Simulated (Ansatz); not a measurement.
**Appearance energy of a fragment ion: C2HF3O2 → [CF3]+ + CHO2 + e⁻**

Species: C2HF3O2 (trifluoroacetic acid) `O=C(O)C(F)(F)F`, singlet; [CF3]+ `F[C+](F)F`, singlet; CHO2 `O=[C]O`, doublet. 

Shapes, held fixed at every level: PBE0-D4/def2-TZVP. Flexible molecules stand in one conformer, not always the lowest. Programs: Ansatz 0.2.0. Electronic energies: no zero-point or thermal term.

```tsv
level	kind	ΔE (eV)	less CCSD(T)/CBS estimate	CPU time (sum over the molecules)
SPW92/def2-TZVPP	LDA	+13.30	+0.19	6.4 s
PBE-D4/def2-TZVPP	GGA	+12.71	-0.40	12 s
wB97M-V/def2-TZVPP	range-separated hybrid	+12.94	-0.17	50 s
MP2/def2-TZVPP	perturbation theory	+12.93	-0.18	–
CCSD(T)/def2-SVP	coupled cluster or CI	+12.68	-0.43	33 s
CCSD(T)/def2-TZVPP	coupled cluster or CI	+12.88	-0.23	14 min
CCSD/def2-TZVPP	coupled cluster or CI	+12.87	-0.24	–
CCSD(T)/CBS estimate	coupled cluster or CI	+13.11	0.00	17 min
```

The highest level, CCSD(T)/CBS estimate, gives ΔE = +13.11 eV; the levels span +12.68 to +13.30. The column of differences is taken from that level and isn't an error. No measured value is set beside it here. Open shells run unrestricted unless RO is named. The CBS estimate extrapolates MP2 from def2-TZVPP and def2-QZVPP and adds CCSD(T) − MP2 in the triple-zeta set, cores frozen. The onset seen in experiment also holds zero-point changes and kinetic shifts. Times are processor times on shared x86 and Arm servers, and rough.
